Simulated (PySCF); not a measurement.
CuI, SMILES [Cu][I], multiplicity 1. Atoms are numbered in the order given.

```xyz
2

Cu     0.0000     0.0000    -1.5356
I      0.0000     0.0000     0.8403
```
Charge 0, spin multiplicity 1.

Geometry optimised at PBE0-D3(BJ)/def2-TZVP. The multiplicity is an assumed one; other spin states were not compared. The def2 effective core potentials stand for the cores of I; spin–orbit coupling is left out.

Level of theory: CAM-B3LYP/def2-TZVPD (PySCF).

```json
{
  "total_energy": "-1938.38417 hartree",
  "point_group": "C∞v",
  "highest_occupied_level": "-8.09 eV",
  "lowest_empty_level": "-2.17 eV",
  "orbital_gap": "5.92 eV",
  "dipole_moment": "4.72 D",
  "quadrupole, principal values (traceless, Buckingham form, about the centre of nuclear charge)": "-5.35, -5.35, 10.71 D·Å",
  "mean_static_polarisability": "61.0 bohr³ (9.04 Å³)",
  "polarisability_principal_values": "52.0, 52.0, 79.0 bohr³"
}
```
